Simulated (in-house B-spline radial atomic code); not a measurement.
**Ionising neutral germanium with different functionals**

Computed with a radial B-spline atomic code at the basis-set limit: scalar-relativistic (spin-free X2C) Hamiltonian, Fermi nucleus of rms radius 4.0742 fm, spin-polarised at highest spin, spherical fractional occupations for the functionals, the average over the highest-spin determinants for Hartree-Fock. The ionisation energy is the difference of two self-consistent energies, [Ar] 3d10 4s2 4p2 → [Ar] 3d10 4s2 4p1, without Breit or QED terms; ε is the level of the shell that loses the electron (its least bound occupied spin orbital). There is no spin-orbit coupling in this Hamiltonian.

Hybrids are left out here: with spherical fractional occupations of an open shell their exact exchange keeps a self-interaction that integer-occupation calculations don't have.

```
           method          rung  ΔSCF (eV)  -ε(4p) (eV)
     Hartree-Fock  Hartree-Fock       7.41         7.80
         LDA VWN5           LDA       8.04         4.48
         LDA PW92           LDA       8.03         4.47
LDA exchange-only           LDA       7.22         3.77
              PBE           GGA       7.94         4.41
           PBEsol           GGA       7.95         4.41
             BLYP           GGA       7.73         4.16
             RPBE           GGA       7.92         4.40
             PW91           GGA       8.00         4.46
             BP86           GGA       8.04         4.49
             AM05           GGA       7.91         4.37
             OLYP           GGA       7.75         4.20
             TPSS      meta-GGA       7.98         4.46
             SCAN      meta-GGA       8.14         4.65
           r2SCAN      meta-GGA       8.16         4.67
          revTPSS      meta-GGA       7.99         4.47
```

Q: How do they compare with the NIST value?

A: NIST lists 7.899 eV (measured, ground level to ground level). Errors run from -0.68 to +0.26 eV; AM05 is closest (+0.01 eV), but part of that can be cancellation, since the calculations leave out spin-orbit coupling, Breit-QED terms, multiplet and fine-structure energies. Hartree-Fock also lacks correlation.
